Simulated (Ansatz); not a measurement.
Hf3Si⁺. The state is a doublet with charge 1. Geometry B3LYP-D4/def2-SVP, that of the neutral singlet; atoms count from 1.

```xyz
4

Hf   -0.9035   -0.0417    1.1542
Hf    1.7223    0.6552    1.1517
Hf    0.7974   -0.6660   -1.0352
Si   -1.6162    0.0525   -1.2707
```

In the def2 sets Hf takes a core potential; there is no spin–orbit coupling. The structure comes from a short search, and lower isomers may exist.

(1) Estimate the Mulliken populations from the PBE0/def2-TZVP orbitals of Ansatz.

(2) Where does the spin sit?

(3) And the Mayer bond orders between heavy atoms (over 0.3)?

## Answers

(1) 
| atom | charge (e) | spin (α − β) | d electrons |
| --- | --- | --- | --- |
| Hf1 | 0.40 | 0.20 | 2.41 |
| Hf2 | 0.34 | 0.49 | 2.25 |
| Hf3 | 0.40 | 0.20 | 2.41 |
| Si4 | -0.13 | 0.11 | – |
Mulliken values depend strongly on the basis.

(2) Summed by element: Hf 0.89, Si 0.11, of 1 unpaired in all. Largest on single atoms: Hf2 0.49, Hf3 0.20, Hf1 0.20.

(3) Hf1–Hf2 1.79 (2.72 Å); Hf1–Hf3 1.42 (2.84 Å); Hf1–Si4 1.46 (2.53 Å); Hf2–Hf3 1.79 (2.72 Å); Hf3–Si4 1.46 (2.53 Å).
